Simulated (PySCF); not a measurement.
**Working with the constants of NbBr**

MN15 constants of NbBr, ⁵Σ⁻ (quintet), unpaired electrons σ ↑↑, δ ↑↑ (PySCF, scalar-relativistic core potentials, basis sets Nb def2-TZVPP with ECP28, Br def2-TZVPP; masses 92.9064 and 78.9183 u):

| Property | Result |
| --- | --- |
| ωe | 261.4 cm⁻¹ |
| ωexe | 0.65 cm⁻¹ |
| Be | 0.065117 cm⁻¹ |
| αe | 0.000233 cm⁻¹ |
| D (centrifugal) | 1.62e-08 cm⁻¹ |
| De to Nb (4d4 5s1) + Br | 3.32 eV |

Task: Give the vibrational terms G(v) and spacings up to v = 6.

Result: G(v) = ωe(v+½) − ωexe(v+½)².

| v | G(v) (cm⁻¹) | G(v) − G(v−1) | Bv (cm⁻¹) |
| --- | --- | --- | --- |
| 0 | 130.5 |  | 0.06500 |
| 1 | 390.6 | 260.1 | 0.06477 |
| 2 | 649.4 | 258.8 | 0.06453 |
| 3 | 906.9 | 257.5 | 0.06430 |
| 4 | 1163.1 | 256.2 | 0.06407 |
| 5 | 1418.0 | 254.9 | 0.06384 |
| 6 | 1671.6 | 253.6 | 0.06360 |

Task: How well does the Morse estimate ωe²/(4ωexe) reproduce De, and what is D0?

Result: It gives 3.26 eV, 98 % of the computed De. D0 = De − G(0) = 3.32 − 0.02 = 3.30 eV.

The metal atom is held in its measured ground configuration; semilocal functionals can put another filling of s and d lower by some tenths of an eV, and De to that atom would be smaller. Spin–orbit coupling is left out, which matters for elements this heavy, above all for dissociation energies. The state is the lowest single determinant that the PBE0 search found; with open d or f shells the true ground state can be another one.
